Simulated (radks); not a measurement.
The potassium anion K-, [Ar] 4s2, held by a Watson sphere: a shell of charge +1 at radius R that stands for the Madelung well of a crystal (potential energy -1/R inside, -1/r outside, in hartree with lengths in bohr). All-electron calculation, non-relativistic Kohn-Sham, r2SCAN, spin-polarised, spherical densities, point nucleus; meta-GGA in the generalised Kohn-Sham scheme. Program: a radial shooting solver on a logarithmic mesh with Libxc functionals.

| R (bohr) | e(3s) (eV) | e(3p) (eV) | e(4s) (eV) | <r> 4s (bohr) | sum of <r^2> (bohr^2) | X-ray form factor at sin(theta)/lambda = 0.2 1/angstrom |
|---|---|---|---|---|---|---|
| 2.37 | -39.636 | -22.684 | -3.652 | 4.291 | 61.70 | 13.667 |
| 2.41 | -39.504 | -22.556 | -3.649 | 4.296 | 61.82 | 13.665 |
| 2.94 | -38.096 | -21.170 | -3.581 | 4.397 | 63.89 | 13.648 |
| 3.5 | -37.163 | -20.231 | -3.457 | 4.558 | 67.04 | 13.654 |
| 3.52 | -37.137 | -20.205 | -3.452 | 4.565 | 67.17 | 13.655 |
| 5.01 | -36.053 | -19.097 | -3.010 | 5.080 | 78.18 | 13.695 |
